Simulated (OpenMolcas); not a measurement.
## Pd3+ in a point-charge field

Pd3+ among 6 point charges of -1.5 e arranged as a tetragonal octahedron (D4h), 1.84 Å from the ion, with the axial distance 1.877 Å.

```yaml
Program: OpenMolcas
Method: CASSCF
Basis: ANO-RCC-VDZP [6s5p3d1f]
Scalar_Hamiltonian: DKH2, point nucleus
Active_space: 7 electrons in 5 orbitals (4d)
State_averaging: 2S+1 = 4 even, 10 roots; 2S+1 = 2 even, 40 roots
Spin-orbit_coupling: RASSI with atomic mean-field integrals over the reference wave functions
```

The lowest spin-free states (labels of D4, the rotations of D4h), above the lowest:

| State | Degeneracy | E (cm-1) | Free-ion L (%) |
| --- | --- | --- | --- |
| 4A2 | 1 | 0.0 | F (96) |
| 4E | 2 | 420.7 | F (98) |
| 4B2 | 1 | 6077 | F (100) |
| 4E | 2 | 7309 | F (99) |
| 2A1 | 1 | 10281 | G (51) |
| 2B1 | 1 | 11865 | G (58) |
| 4B1 | 1 | 14635 | F (100) |
| 2A2 | 1 | 16124 | G (61) |
| 2E | 2 | 16222 | G (75) |
| 2E | 2 | 17404 | G (62) |
| 2B2 | 1 | 18404 | G (87) |
| 2A2 | 1 | 19298 | P (67) |
| 4E | 2 | 19416 | P (97) |
| 2E | 2 | 21889 | P (49) |
| 4A2 | 1 | 22457 | P (96) |
| 2A1 | 1 | 22694 | G (99) |
| 2E | 2 | 24519 | H (54) |
| 2B2 | 1 | 25144 | H (71) |
| 2A2 | 1 | 25935 | H (69) |
| 2E | 2 | 26376 | H (63) |

The lowest levels with spin-orbit coupling:

| E (cm-1) | Degeneracy | Label | 2S+1 | g |
| --- | --- | --- | --- | --- |
| 0.0 | 2 | E1/2 | 4 | 3.04 5.49 5.49 |
| 779.9 | 2 | E3/2 | 4 | 2.03 2.03 3.58 |
| 1087 | 2 | E1/2 | 4 | 1.79 1.79 6.21 |
| 2377 | 2 | E3/2 | 4 | 0.33 0.33 3.29 |
| 2443 | 2 | E1/2 | 4 | 1.39 1.39 2.56 |
| 3461 | 2 | E3/2 | 4 | 0.21 0.44 0.44 |
| 7759 | 2 | E1/2 | 4 | 0.07 0.07 7.21 |
| 8601 | 2 | E3/2 | 4 | 2.40 2.40 2.43 |
| 8890 | 2 | E1/2 | 4 | 0.51 3.74 3.74 |
| 8910 | 2 | E3/2 | 4 | 0.26 3.18 3.18 |
| 9468 | 2 | E1/2 | 4 | 2.72 2.72 3.48 |
| 9993 | 2 | E3/2 | 4 | 2.35 2.38 2.38 |
| 12323 | 2 | E1/2 | 2 | 1.41 2.87 2.87 |
| 13846 | 2 | E3/2 | 2 | 2.08 2.08 3.42 |
| 16801 | 2 | E1/2 | 4 (70 %) | 0.57 0.57 3.36 |
| 16931 | 2 | E3/2 | 4 | 1.30 2.81 2.81 |
| 17312 | 2 | E1/2 | 2 (69 %) | 1.77 1.77 2.40 |
| 18387 | 2 | E3/2 | 2 | 1.62 1.62 2.67 |
| 18416 | 2 | E1/2 | 2 (84 %) | 1.94 2.04 2.04 |
| 19092 | 2 | E3/2 | 2 (89 %) | 0.15 0.31 0.31 |

Powder χT (cm3 K/mol): 2.18 at 2 K, 2.22 at 10 K, 2.39 at 50 K, 2.61 at 100 K, 3.03 at 200 K, 3.39 at 300 K. The effective moment at 300 K is 2.828 √(χT) = 5.21 μB.

The lowest level has 2S+1 = 4, for which the spin-only value is χT = S(S+1) / 2 = 1.875 cm3 K/mol (g = 2). The computed 3.388 at 300 K differs by +1.513, through orbital momentum, spin-orbit coupling and any other state in reach.

Spin-orbit coupling mixes the spin-free states strongly: the lowest level takes only 51 % from its leading state, 4E, which lies 421 cm-1 above the lowest spin-free state. Without dynamic correlation the repulsion within the d shell is too large (B by tens of per cent), so at a given field states of lower spin stand too high. This shell can be high or low spin here, a state of another spin lies low, and with metal d orbitals alone active their balance is uncertain, so the ground spin may be wrong. Point charges give a weaker field than real ligands, and real ions of this kind are as a rule low spin; the high spin found here belongs to the model. Point charges carry no covalency, so the field is a model and not that of real ligands. No measured value stands beside these numbers.
